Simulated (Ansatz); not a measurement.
Geometry optimisation, Ansatz, RKS PBE0-D4/def2-SVP.

Input file:

```yaml
crystal:
  periodic: [false, false, false]
  atoms:
    - { symbol: C, position_ang: [0.62117, 1.36851, -3.49871] }
    - { symbol: C, position_ang: [0.09398, 1.14304, -2.43335] }
    - { symbol: In, position_ang: [-1.0287, 0.67485, -0.53021] }
    - { symbol: B, position_ang: [-1.53426, -0.23272, 1.67011] }
    - { symbol: C, position_ang: [-0.24291, -0.77492, 1.84392] }
    - { symbol: "N", position_ang: [0.79257, -0.63359, 0.82003] }
    - { symbol: H, position_ang: [1.09447, 1.56565, -4.42538] }
    - { symbol: H, position_ang: [-2.60199, -0.05959, 2.08284] }
    - { symbol: H, position_ang: [0.00227, -0.12765, 0.37163] }
    - { symbol: H, position_ang: [1.61066, -0.16935, 1.21545] }
    - { symbol: H, position_ang: [1.11718, -1.55496, 0.52556] }
basis:
  gaussian: { orbitals: def2-SVP }
hamiltonian:
  xc: pbe0
  dispersion: d4
relax:
  f_tol: 0.02
  max_steps: 50
```

Run as:

```bash
$ ansatz run input.yaml --threads 2 --pin off --max-ram 3072MiB --backend cpu --events-out ev --progress --plain --runs-dir out
```

Task: Where does it end, and by what steps?

Result: The forces met the threshold. After 28 steps the energy has fallen by 5.188 eV; H9 moved furthest, 1.69 Å. Parted: C2–In3 (2.26 → 2.97 Å), In3–H9 (1.59 → 3.33 Å), N6–H9 (1.04 → 2.05 Å). Joined: C2–H9 (3.08 → 1.09 Å).

| step | energy less start (eV) | largest force component (eV/Å) | accepted |
| --- | --- | --- | --- |
| 0 | 0.0000 | 3.778 | yes |
| 1 | -1.2419 | 2.432 | yes |
| 2 | -1.9643 | 2.211 | yes |
| 3 | -2.3878 | 1.864 | yes |
| 4 | -2.7476 | 1.501 | yes |
| 5 | -3.0980 | 1.707 | yes |
| 6 | -3.4586 | 1.954 | yes |
| 7 | -3.8237 | 1.275 | yes |
| 8 | -4.0975 | 1.169 | yes |
| 9 | -4.3441 | 1.293 | yes |
| 10 | -4.4458 | 0.835 | yes |
| 11 | -4.5060 | 0.520 | yes |
| 12 | -4.6162 | 1.881 | yes |
| 13 | -4.8077 | 3.852 | yes |
| 14 | -4.9893 | 2.052 | yes |
| 15 | -5.0526 | 1.409 | yes |
| 16 | -5.0923 | 0.718 | yes |
| 17 | -5.0729 | 1.472 | no |
| 18 | -5.1270 | 0.494 | yes |
| 19 | -5.1444 | 0.320 | yes |
| 20 | -5.1591 | 0.320 | yes |
| 21 | -5.1711 | 0.157 | yes |
| 22 | -5.1782 | 0.713 | yes |
| 23 | -5.1848 | 0.286 | yes |
| 24 | -5.1864 | 0.167 | yes |
| 25 | -5.1873 | 0.173 | yes |
| 26 | -5.1882 | 0.020 | yes |
| 27 | -5.1883 | 0.043 | yes |
| 28 | -5.1884 | 0.018 | yes |

```xyz
11
Properties=species:S:1:pos:R:3
C 0.407 1.114 -2.740
C 0.806 0.519 -1.758
In -1.968 1.172 -0.907
B -1.564 0.012 1.180
C -0.281 -0.418 1.146
N 0.993 -0.804 1.013
H 0.104 1.632 -3.633
H -2.610 0.107 1.754
H 1.148 -0.009 -0.870
H 1.702 -0.330 1.570
H 1.186 -1.795 0.886
```

Whether the end is a true minimum wasn't checked by a vibrational analysis.

Run time: 110 s on 2 threads of AMD EPYC 7B13 (Zen 3) (shared host), peak memory 0.34 GiB.
